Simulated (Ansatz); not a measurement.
`F/C=C(\[SiH3])CF` + `CC[TeH]` → `CC([SiH3])[TeH]` + `F/C=C\CF`  (formal exchange of groups at the Si–C bond)

Calculated with Ansatz (gas phase, PBE0-D4/def2-TZVP geometries, no zero-point term in ΔE). CCSD(T)/CBS adds triple-zeta CCSD(T) − MP2 to the extrapolated MP2 energy (def2 sets, frozen cores). Double bonds are as drawn, so ΔE can hold a change between cis and trans. DFT in def2-TZVPP. B3LYP here is the variant with VWN-RPA as its local correlation; programs differ in this. Elements past krypton have def2 core potentials. For Te outer-core shells are correlated without core-valence functions, which leaves a few kJ/mol of doubt a bond. One conformer a species, not always the lowest.

Q: Is it downhill or uphill in electronic energy at CCSD(T)/CBS, and by how much? (Estimate.)

A: Computed: Nearly level: ΔE = +1.9 kJ/mol.

Q: What do these levels give: PBE-D4, PBE0-D4, B3LYP-D4, B2PLYP, r2SCAN, B3LYP, HF/def2-TZVPP, MP2/def2-TZVPP, SCS-MP2/def2-TZVPP, CCSD(T)/def2-TZVPP, HF/def2-QZVPP, SCS-MP2/def2-QZVPP? (Estimate.)

A: The calculation gave: PBE-D4 4.8, PBE0-D4 4.9, B3LYP-D4 5.6, B2PLYP 7.1, r2SCAN 8.5, B3LYP 9.9, HF/def2-TZVPP 10.8, MP2/def2-TZVPP 1.9, SCS-MP2/def2-TZVPP 3.7, CCSD(T)/def2-TZVPP 4.0, HF/def2-QZVPP 10.5, SCS-MP2/def2-QZVPP 2.5 kJ/mol.

Largest T1 diagnostic among the species: 0.012.

The D4 term adds −4.3 kJ/mol with B3LYP and −2.3 kJ/mol with PBE0; it sums over pairs of atoms, weighted by their polarisabilities, and B3LYP, whose exchange is more repulsive, gets the larger term. In def2-TZVPP, CCSD(T) changes the Hartree–Fock value by −6.8 kJ/mol (the triples alone add −0.9 kJ/mol) and MP2 by −9.0 kJ/mol.
